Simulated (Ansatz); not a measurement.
Reaction (redistribution): `CB(Cl)OC(C)=O` + `NC[SiH2]F` → `CB(Cl)CN` + `CC(=O)O[SiH2]F`

Calculated with Ansatz (gas phase, PBE0-D4/def2-TZVP geometries, no zero-point term in ΔE). CBS: MP2 limit from def2 TZ/QZ plus the TZ coupled-cluster correction, frozen cores. DFT in def2-TZVPP. Each species was taken in one conformer, which may not be the lowest.

```json
{"level": "r2SCAN-D4", "ΔE (eV)": "-0.10"}
{"level": "B2PLYP", "ΔE (eV)": "-0.08"}
{"level": "HF/def2-TZVPP", "ΔE (eV)": "-0.08"}
{"level": "CCSD(T)/def2-TZVPP", "ΔE (eV)": "-0.09"}
```

Problem. What does CCSD(T)/CBS give? (Estimate.)

Solution. The calculation gave: -0.11 eV. The listed levels differ from it by 0.01, 0.03, 0.03, 0.02 eV.

Largest T1 diagnostic among the species: 0.014.
